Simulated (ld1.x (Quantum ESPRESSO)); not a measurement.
**Configuration tests for gallium (TM)**

* Element: gallium (Ga)
* Generator: ld1.x (Quantum ESPRESSO) 7.5
* Type: norm-conserving Troullier–Martins (Kleinman–Bylander form)
* Functional: PBE
* Relativity: scalar-relativistic
* Frozen core: [Ar]
* Valence charge: 13
* Reference configuration: 3d10 4s1 4p0 (charge +2)
* Partial waves: 4p (bound, empty): rc 2.35 bohr; 3d (bound): rc 0.65 bohr; 4s (bound): rc 1.35 bohr
* Local potential: the s channel
* Core correction: a·sin(br)/r model core inside 0.60 bohr

Energies are relative to the spin-unpolarised reference configuration 3d10 4s1 4p0; without spin polarisation the order of configurations can differ from experiment. Not all tests gave a result: 2 of 7 tests not solved or not reliable.

Problem. Give the all-electron excitation energy and the error of the potential for: 3d10 4s2 4p1; 3d10 4s2 4p0; 3d10 4s0 4p0; 3d10 4s0 4p3; 3d9 4s2 4p2.

Solution.

```tsv
valence configuration	charge	ΔE all-electron (eV)	error AE − PS (meV)
3d10 4s2 4p1	0	-26.816	-6.2
3d10 4s2 4p0	+1	-21.128	-0.1
3d10 4s0 4p0	+3	31.272	-16
3d10 4s0 4p3	0	-13.445	-10
3d9 4s2 4p2	0	-6.501	-890
```

Note: ghost state, extra bound levels that the all-electron valence spectrum of the same l lacks: p at -607.4 eV. A true bound ghost makes a file unfit for plane-wave use.
